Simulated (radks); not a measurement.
Results of a calculation; reference values are marked as such.
Problem. The mean radii <r> (bohr) of the occupied orbitals of an atom or ion are listed with their occupations. Level of theory: Dirac Kohn-Sham, Slater X-alpha with alpha = 0.807, spin-unpolarised, spherical densities, finite nucleus; Fermi nuclear charge, rms radius of each element as measured or else 0.836 A^(1/3) + 0.57 fm (a radial shooting solver on a logarithmic mesh with Libxc functionals).

| orbital | occ. | <r> |
|---|---|---|
| 1s1/2 | 2 | 0.04273 |
| 2s1/2 | 2 | 0.1869 |
| 2p1/2 | 2 | 0.1603 |
| 2p3/2 | 4 | 0.1640 |
| 3s1/2 | 2 | 0.4737 |
| 3p1/2 | 2 | 0.4589 |
| 3p3/2 | 1 | 0.4649 |

Name the element and its charge. Open shells, if any, fill j = l - 1/2 first.

Solution. Z = 35, bromine, charge +20: Br20+ in [Ne] 3s2 3p3. The 1s radius gives Z: for a bare nucleus <r> = (2 gamma + 1)/(2Z) with gamma = sqrt(1 - (Z/c)^2), 0.04191 bohr for Z = 35, and screening makes it slightly larger (0.04273 here). The occupations add up to 15, and the charge is Z minus that.
